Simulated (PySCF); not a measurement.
Compound: C7H9PS.
Numbering: `[CH3:1][CH2:2]/[CH:3]=[P:4]/[c:5]1[cH:6][cH:7][s:8][cH:9]1` (hydrogens: H10, H11, H12 on C1; H13, H14 on C2; H15 on C3; H16 on C6; H17 on C7; H18 on C9)

Structure used (PBE0-D3(BJ)/def2-SVP), in Å, numbered top down from 1:
```
atom  x, y, z in Å
C1     3.3102   -0.6306    0.1376
C2     2.5915    0.5989   -0.3897
C3     1.1001    0.5840   -0.2944
P4     0.1931   -0.6818    0.3296
C5    -1.5180   -0.1049    0.0701
C6    -2.5715   -0.4208    0.9885
C7    -3.7891    0.0619    0.5925
S8    -3.6809    0.8836   -0.9118
C9    -1.9946    0.5949   -1.0178
H10    4.3995   -0.5301    0.0218
H11    2.9933   -1.5387   -0.3992
H12    3.0956   -0.7906    1.2058
H13    2.9579    1.5046    0.1304
H14    2.8622    0.7678   -1.4501
H15    0.5980    1.4902   -0.6595
H16   -2.4194   -0.9785    1.9145
H17   -4.7460   -0.0213    1.1064
H18   -1.4365    0.9310   -1.8911
```

Computed, not measured: TDDFT B3LYP/def2-SVPD, vertical, gas phase, core orbitals frozen in the response (PySCF).

Ground-to-excited transition dipoles (e·a0, same axes as the geometry; the sign carries no meaning), for the states with f of 0.002 or more among the lowest 7:

| state | E (hartree) | μx | μy | μz |
| --- | --- | --- | --- | --- |
| S1 | 0.1527 | -1.129 | -0.107 | -0.182 |
| S2 | 0.1656 | -0.334 | -0.013 | -0.072 |
| S3 | 0.1734 | -0.839 | -0.056 | 0.178 |
| S4 | 0.1855 | -0.249 | -0.227 | 0.267 |
| S5 | 0.2042 | -0.251 | -0.432 | 0.336 |
| S6 | 0.2060 | 0.246 | 0.365 | -0.268 |
| S7 | 0.2124 | 0.877 | 0.168 | -0.164 |

Task: Work out the oscillator strengths.

Result: f = (2/3) ΔE |μ|² with ΔE in hartree (27.2114 eV).

| state | \|μ\|² (au) | \|μ\| (D) | f |
| --- | --- | --- | --- |
| S1 | 1.320 | 2.92 | 0.134 |
| S2 | 0.117 | 0.87 | 0.013 |
| S3 | 0.739 | 2.19 | 0.085 |
| S4 | 0.185 | 1.09 | 0.023 |
| S5 | 0.362 | 1.53 | 0.049 |
| S6 | 0.266 | 1.31 | 0.037 |
| S7 | 0.824 | 2.31 | 0.117 |

Task: Which bond between heavy atoms lies closest to the direction of the S1 transition dipole?

Result: C2–C3, at 14° from it; next S8–C9 at 20°.

Task: What angle do the transition dipoles of S3 and S6 make?

Result: |cos θ| = |μa·μb| / (|μa| |μb|) = 0.62, so θ ≈ 52° (taken between 0 and 90°, since the signs are arbitrary).

Task: What peak molar absorption coefficient would the strongest computed level give as a lone Gaussian band 0.5 eV wide at half height?

Result: ε(max) = 2.175×10⁸ f / FWHM, with the width in cm⁻¹. S1: 2.175×10⁸ × 0.1344 / 4033 ≈ 7200 L mol⁻¹ cm⁻¹.

All these states lie below the vertical ionisation energy of 8.07 eV (ΔSCF).

One conformer stands for the species.
